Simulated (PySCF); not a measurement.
Harmonic spectrum computed at PBE0 in the def2-TZVP basis family (core potentials from Rb on, PySCF, no spin–orbit coupling):

```tsv
symmetry	ω (cm⁻¹)	IR (km/mol)
a1	791	75.1
a1	1732	388
b2	1736	432
```

Q: Which molecule gave it? In each, all ligands are bound to the one heavy central atom.
A. SnH₂ (singlet)
B. AsH₂ (doublet)
C. GeH₂ (singlet)
D. H₂Te (singlet)
E. SbH₂ (doublet)

A: A. It has C2v symmetry with Sn–H 1.773 Å (×2).
